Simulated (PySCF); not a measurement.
Working with the constants of SiNi⁻

UHF-SCS-MP2 constants of SiNi⁻, ⁴Δ (quartet), unpaired electrons π ↑↑, δ ↑ (PySCF, no relativity, basis sets Si def2-TZVPPD, Ni def2-TZVPPD; masses 27.9769 and 57.9353 u):

| Property | Result |
| --- | --- |
| ωe | 358.5 cm⁻¹ |
| ωexe | 1.82 cm⁻¹ |
| Be | 0.18901 cm⁻¹ |
| αe | 0.00134 cm⁻¹ |
| D (centrifugal) | 2.1e-07 cm⁻¹ |

**Question.** Give the vibrational terms G(v) and spacings up to v = 6.

**Answer.** G(v) = ωe(v+½) − ωexe(v+½)².

```json
{"v": "0", "G(v) (cm⁻¹)": "179", "G(v) − G(v−1)": "", "Bv (cm⁻¹)": "0.1883"}
{"v": "1", "G(v) (cm⁻¹)": "534", "G(v) − G(v−1)": "355", "Bv (cm⁻¹)": "0.1870"}
{"v": "2", "G(v) (cm⁻¹)": "885", "G(v) − G(v−1)": "351", "Bv (cm⁻¹)": "0.1857"}
{"v": "3", "G(v) (cm⁻¹)": "1232", "G(v) − G(v−1)": "348", "Bv (cm⁻¹)": "0.1843"}
{"v": "4", "G(v) (cm⁻¹)": "1576", "G(v) − G(v−1)": "344", "Bv (cm⁻¹)": "0.1830"}
{"v": "5", "G(v) (cm⁻¹)": "1917", "G(v) − G(v−1)": "340", "Bv (cm⁻¹)": "0.1816"}
{"v": "6", "G(v) (cm⁻¹)": "2253", "G(v) − G(v−1)": "337", "Bv (cm⁻¹)": "0.1803"}
```

Correlated steps freeze 10 core orbitals. With d or f electrons several states lie close, and the lowest PBE0 determinant need not be the measured ground state.
